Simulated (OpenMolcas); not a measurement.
A calculation on Rb I.

```yaml
Program: OpenMolcas 26.06
Method: CASSCF
Basis: ANO-RCC-VQZP [8s7p4d2f1g]
Scalar_Hamiltonian: DKH2, point nucleus
Active_space: 1 electron in 4 orbitals (5s 5p)
State_averaging: 2S+1 = 2 even, 1 root; 2S+1 = 2 odd, 3 roots
Spin-orbit_coupling: state interaction with AMFI integrals over the reference wave functions, term energies averaged over their components
```

Task: Which level of the active space comes out lowest?

Result: 5s 2S 1/2, with 100 % of that term; it is also the measured ground level.

Task: How high does 5p 2P* 1/2 lie?

Result: 10738 cm-1 above the lowest level; measured 12579 cm-1 above the ground level, so the calculation is off by -15 %.

Task: How high does 5p 2P* 3/2 lie?

Result: 10873 cm-1 above the lowest level; measured 12817 cm-1 above the ground level, so the calculation is off by -15 %.

Measured values: NIST Handbook of Basic Atomic Spectroscopic Data.

ANO sets are built for ground and valence states and can reach diffuse excited orbitals poorly. With one active electron the reference holds no correlation, so core polarisation is missing. Computed and measured levels are paired by configuration, term and J; levels that our copy of the source lacks, or whose pairing is in doubt (as where it misses far off the trend of its configuration), stay unpaired and out of the deviations. Levels of configurations outside the active space are missing.

* marks odd parity.
